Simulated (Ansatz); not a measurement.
(OH)3Ti-NH-SiH3 (TiSiNO₃H₇), relaxed as a singlet with RKS r2SCAN-D4/def2-SVP in Ansatz, starting from the GFN2-xTB geometry. Force threshold 0.02 eV/Å.

Start:

Cartesian coordinates in Å:
```
Ti -0.008 0.705 0.752
O 0.806 1.770 -0.336
O 1.099 -0.210 1.737
O -1.195 1.477 1.735
N -0.942 -0.562 -0.286
Si -0.033 -1.294 -1.538
H 1.434 1.613 -1.046
H 1.214 -0.167 2.692
H -1.486 2.379 1.885
H -1.539 -1.189 0.252
H 0.152 -0.264 -2.593
H -0.808 -2.420 -2.093
H 1.307 -1.837 -1.162
```

Estimate the energy that the relaxation releases and the steps that it takes.

0.45 eV, in 38 steps; 2.2 min on 2 threads of AMD EPYC 7R13 on a shared host. The force fell under the threshold at step 36, but the optimiser went on. No frequencies were taken in this run, so the end may be a saddle point.

Does the start keep its bonding and symmetry?

By distances, no bond broke or formed. The bond that changes most is Ti1–Si6, from 3.04 to 3.22 Å (atoms count from 1).

Predict the relaxed structure.


```csv
atom,x (Å),y (Å),z (Å)
Ti1,0.197,0.638,0.892
O2,1.311,1.397,-0.307
O3,1.015,0.066,2.383
O4,-1.123,1.787,1.297
N5,-0.469,-0.878,-0.033
Si6,-0.352,-1.114,-1.757
H7,2.245,1.198,-0.447
H8,0.916,0.354,3.299
H9,-2.044,1.825,1.015
H10,-0.706,-1.703,0.520
H11,-0.802,0.114,-2.477
H12,-1.228,-2.258,-2.167
H13,1.040,-1.426,-2.218
```
Bond lengths: 3 × O–Ti 1.79 to 1.80 Å; 1 × N–Ti 1.90 Å; 1 × N–Si 1.74 Å; 1 × Si–Ti 3.22 Å; 3 × H–O 0.96 to 0.97 Å; 3 × H–Si 1.49 to 1.50 Å; 1 × H–N 1.02 Å.
